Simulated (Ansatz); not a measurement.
C2H8AlBSi, SMILES `B/C=[CH]/[AlH][SiH3]`. Charge 0, multiplicity 1. The structure was optimised at the PBE0-D4/def2-TZVP level. It is one conformer, not always the lowest.

```xyz
13

B    -2.333   -0.363    1.668
C    -1.083   -0.172    0.784
C    -1.071    0.671   -0.273
Al    0.521    0.904   -1.394
Si    2.502   -0.417   -0.788
H    -2.341   -1.114    2.599
H    -3.322    0.263    1.407
H    -0.170   -0.730    1.004
H    -2.004    1.209   -0.459
H     0.488    1.909   -2.625
H     3.658   -0.177   -1.698
H     2.202   -1.879   -0.823
H     2.953   -0.103    0.599
```

What is the dipole moment at r2SCAN/def2-TZVPP? (Estimate.)

Ansatz gave: 0.71 D, with components (0.05, 0.43, -0.56) D in this frame, pointing from negative to positive charge.

And with PBE, B3LYP, ωB97M-V? (An estimate is asked.)

The calculation gave: PBE 0.74 D, B3LYP 0.76 D, ωB97M-V 0.77 D.

Give the Mulliken charges with r2SCAN, PBE, B3LYP in def2-TZVPP. (Estimate.)

The calculation gave: 
```
atom  r2SCAN    PBE  B3LYP
  B1    0.01  -0.06  -0.07
  C2   -0.13  -0.11  -0.14
  C3   -0.24  -0.18  -0.22
 Al4    0.52   0.39   0.44
 Si5    0.01  -0.03   0.03
  H6    0.00   0.01   0.03
  H7   -0.01   0.01   0.02
  H8    0.08   0.10   0.11
  H9    0.08   0.10   0.11
 H10   -0.15  -0.10  -0.13
 H11   -0.06  -0.04  -0.06
 H12   -0.06  -0.04  -0.06
 H13   -0.06  -0.04  -0.06
```

B3LYP here is the variant with VWN-RPA as its local correlation; programs differ in this.
